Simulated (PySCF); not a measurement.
BeFCl, SMILES [Be]([F])[Cl].

Geometry: PBE-D3(BJ)/def2-TZVP.

Two levels are set side by side: PBE/def2-TZVPD (PySCF) and B3LYP/def2-TZVPD (PySCF). Same geometry, gas phase. Differences are taken from unrounded values.

```tsv
quantity	PBE
orbital gap (eV)	7.00
highest occupied level (eV)	-8.39
lowest empty level (eV)	-1.39
dipole moment (D)	0.22
mean polarisability (bohr³)	29.2
```

Question: These are the PBE values. What does B3LYP give? (Estimate from the structure and the level; the computed values follow.)

Answer: 
```
quantity                     B3LYP  PBE minus B3LYP
---------------------------  -----  ---------------
orbital gap (eV)              8.51            -1.51
highest occupied level (eV)  -9.53             1.13
lowest empty level (eV)      -1.01            -0.38
dipole moment (D)             0.23            -0.01
mean polarisability (bohr³)   28.0              1.2
```

PBE's occupied levels lie high since its potential decays too fast outside the molecule; exact exchange lowers them and widens the gap. Loosely held outer electrons make PBE densities more polarisable. Differences between two approximate levels are no errors against the true value.

Rough cost on one machine, each run with all the roots and properties that it gave: B3LYP against PBE within a factor of 2.
